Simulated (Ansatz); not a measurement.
Relative stability

The two ends of one reaction step of BNH$_{4}$OF$_{2}$, singlet (PBE0-D4/def2-TZVP).

A:

| atom | x (Å) | y (Å) | z (Å) |
| --- | --- | --- | --- |
| B1 | -0.5663 | 0.1392 | -0.2360 |
| N2 | 1.0622 | -0.0959 | -0.0297 |
| F3 | -0.8926 | -0.6607 | -1.3173 |
| F4 | -0.6812 | 1.4817 | -0.5525 |
| H5 | 1.2372 | -1.0711 | 0.1902 |
| O6 | -1.0818 | -0.2571 | 1.0179 |
| H7 | 1.3915 | 0.4782 | 0.7396 |
| H8 | 1.5652 | 0.1535 | -0.8748 |
| H9 | -2.0341 | -0.1677 | 1.0629 |

B:

B1  (-0.024, 0.412, -0.734)
N2  (1.364, 0.462, -0.664)
F3  (-0.651, -0.573, -1.381)
F4  (-0.779, 1.405, -0.260)
H5  (-1.374, -1.503, 0.956)
O6  (-0.868, -0.913, 1.521)
H7  (1.846, 1.177, -0.151)
H8  (1.942, -0.293, -0.984)
H9  (-1.456, -0.174, 1.697)
(Å)

Ansatz 0.2.0; basis: def2-TZVPP; cores frozen in the correlated methods. B3LYP uses VWN-RPA correlation.

**Question.** Which structure is lower at CCSD(T), and by how much? (Judge from chemistry; the value comes from the calculation.)

**Answer.** The calculation gives: A, by 15.09 kcal/mol (electronic energy, against the other). By their contacts, A is BNH₄OF₂ ([NH3][B]([OH])([F])[F]) and B is a complex of BNH₂F₂ ([NH2][B]([F])[F]) + H₂O.

All methods give the same order:

```
      method  E(B) − E(A) (kcal/mol)
       SPW92                   19.35
      PBE-D4                   13.36
     BLYP-D4                   10.56
   r2SCAN-D4                   14.79
      B97M-V                   13.35
     PBE0-D4                   14.89
    B3LYP-D4                   12.20
  r2SCAN0-D4                   15.73
    BHLYP-D4                   13.81
CAM-B3LYP-D4                   14.03
     wB97X-V                   14.88
     wB97M-V                   14.20
      B2PLYP                   13.26
    PBE-QIDH                   16.25
  RPA on PBE                   14.63
          HF                   11.10
         MP2                   15.25
        CCSD                   14.70
     CCSD(T)                   15.09
```

T1 diagnostic: at most 0.011.

Labels in which every atom is bracketed show which atoms are joined, not bond orders.

For scale, one of the runs: CCSD(T)/def2-TZVPP, 211 basis functions, launched by `ansatz run in.yaml --threads 4 --pin off --events-out ev --progress --plain --max-ram 9574MiB`. Hardware: 4 CPU threads of an AMD EPYC, shared host. Wall time 2.2 min; peak host memory 3.3 GiB.
